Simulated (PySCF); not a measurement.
C3H10NOSi2 (doublet state).
Cartesian coordinates in Å at the GFN2-xTB level; atoms count from 1:
```xyz
17
C3H10NOSi2 angstrom
C     -1.730    1.071   -0.028
C     -1.469   -0.261    0.648
C     -1.129   -1.401   -0.312
Si     0.536   -1.443    0.674
N      1.980   -0.865   -0.079
Si     2.391    0.773   -0.514
O     -0.276   -0.195    1.429
H     -0.889    1.328   -0.669
H     -2.638    1.014   -0.624
H     -1.844    1.851    0.722
H     -2.297   -0.514    1.320
H     -1.796   -2.254   -0.248
H     -1.047   -1.081   -1.348
H      2.657   -1.572   -0.311
H      1.615    1.183   -1.696
H      3.815    0.717   -0.845
H      2.113    1.662    0.608
```

The hyperfine couplings belong to this conformer and change with its torsions.

As a line formula: `[C@@H]1(C)O[Si](N[SiH3])C1` [radical].

Theory: UKS B3LYP, pcH-1 on C H N O Si, non-relativistic, mean-field spin-orbit, GIAO in PySCF 2.14.0. One conformer (not necessarily the lowest) at the GFN2-xTB geometry, without solvent, vibrations or thermal averaging. A GFN2-xTB geometry isn't a minimum of the functional, and hyperfine couplings can be far from their values at a DFT geometry, by a factor of two or more for some ions and for spin on atoms past the first row. No stability test was run, so a lower SCF solution isn't excluded.

Principal values of hyperfine tensors in MHz (contact, dipolar and spin–orbit terms together), for some of the nuclei:

| atom | isotope | A1 | A2 | A3 |
| --- | --- | --- | --- | --- |
| Si4 | 29Si | -777.39 | -583.07 | -577.78 |
| C3 | 13C | 58.19 | 59.02 | 101.99 |
| Si6 | 29Si | -25.59 | -15.72 | -15.36 |
| O7 | 17O | -44.61 | -3.69 | -3.25 |
| C1 | 13C | 13.43 | 13.53 | 17.33 |
| H13 | 1H | 1.34 | 8.04 | 17.33 |
| H12 | 1H | -15.73 | -11.11 | 2.71 |
| H15 | 1H | 3.44 | 4.03 | 6.75 |

Task: Split each tensor into its isotropic and traceless parts, and turn a_iso into mT with g = 2.0024.

Result: a_iso = (A1 + A2 + A3)/3, Ti = Ai − a_iso; 1 mT corresponds to 28.026 MHz. The tensors hold a spin–orbit part: the run splits a_iso into a_FC + a_SO, and T includes its anisotropic share.

| atom | a_iso (MHz) | a_FC | a_SO | a_iso (mT) | T1 | T2 | T3 |
| --- | --- | --- | --- | --- | --- | --- | --- |
| Si4 | -646.08 | -646.89 | 0.81 | -23.053 | -131.31 | 63.01 | 68.30 |
| C3 | 73.07 | 73.05 | 0.02 | 2.607 | -14.87 | -14.04 | 28.92 |
| Si6 | -18.89 | -18.92 | 0.03 | -0.674 | -6.70 | 3.17 | 3.53 |
| O7 | -17.18 | -17.03 | -0.16 | -0.613 | -27.43 | 13.50 | 13.94 |
| C1 | 14.76 | 14.77 | -0.01 | 0.527 | -1.34 | -1.23 | 2.57 |
| H13 | 8.90 | 8.89 | 0.01 | 0.318 | -7.56 | -0.86 | 8.43 |
| H12 | -8.04 | -8.05 | 0.00 | -0.287 | -7.68 | -3.07 | 10.75 |
| H15 | 4.74 | 4.74 | 0.00 | 0.169 | -1.30 | -0.71 | 2.01 |

Task: What spin density at the nucleus of C3 lies behind its contact coupling (g_N = 1.40482)?

Result: a_FC = (2μ0/3) gₑ μB g_N μN ρ(0)/(2S·h) = 800.24 MHz × g_N × ρ(0)/(2S), with ρ in bohr⁻³. With a_FC = 73.05 MHz and 2S = 1, ρ(0) = 0.06498 bohr⁻³.

Task: N5 (14N, g_N = 0.40376) isn't in the table. Its spin density at the nucleus is 0.09194 bohr⁻³. What is its contact coupling?

Result: By the same relation, a_FC = 29.7 MHz. Its full tensor has the principal values 25.47, 25.96, 37.70 MHz.

Task: Which nucleus of the table has the largest anisotropic coupling, and what is its form?

Result: Si4: -131.3, 63.0, 68.3 MHz (the dipolar term alone has -130.5, 62.6, 67.9), nearly axial, close to the ratio +1:+1:−2, the form that spin in one p orbital centred on that nucleus gives (the nuclear moment is negative).

Task: In a single crystal, with the field along each principal axis of the tensor of Si6 in turn, what first-order splitting does this nucleus give (isotropic g, quadrupole terms neglected)?

Result: 2 lines (I = 1/2), spaced by |A_i|/(g × 13.996): 0.91, 0.56, 0.55 mT along the axes of A1, A2 and A3.
